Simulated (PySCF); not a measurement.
# Basis and Hamiltonian dependence of the excitation energy of Ba

Ba [Xe] 6s2 (1S) → Ba [Xe] 5d2 (3F). All values are computed (PySCF 2.14, energy differences of UHF-based or UKS calculations, no spin-orbit coupling). Values in eV.

```tsv
basis	Hamiltonian	functions	UHF	PBE	PBE0	MP2 (valence)	CCSD(T) (valence)	CCSD(T) (valence and next inner shell)
def2-TZVPP with the def2 core potential (46 electrons)	ECP	40	2.434	n/a	n/a	n/a	n/a	3.027
def2-TZVPPD with the def2 core potential (46 electrons)	ECP	40	2.434	2.235	2.246	2.788	2.952	3.027
aug-cc-pVDZ-X2C	spin-free X2C	54	2.439	2.001	2.063	2.813	3.003	n/a
def2-QZVPPD with the def2 core potential (46 electrons)	ECP	60	2.334	2.172	2.174	2.705	2.812	2.767
ANO-RCC-VTZP	spin-free X2C	72	2.382	2.081	2.118	2.736	2.885	2.737
x2c-TZVPPall	spin-free X2C	85	2.364	2.052	2.086	2.729	2.837	2.855
x2c-TZVPPall with one added diffuse shell each of s, p, d type	spin-free X2C	94	2.351	2.036	2.074	2.717	2.821	2.845
aug-cc-pVQZ-X2C	spin-free X2C	118	2.363	2.001	2.049	2.737	2.826	n/a
aug-cc-pwCVTZ-X2C with one added diffuse shell each of s, p, d, f type	spin-free X2C	125	2.338	2.025	2.062	2.710	n/a	n/a
```

Frozen in the all-electron rows: valence: [Xe]; valence and next inner shell: [Kr] 4d10; with a core potential, the same shells as far as they lie outside it.
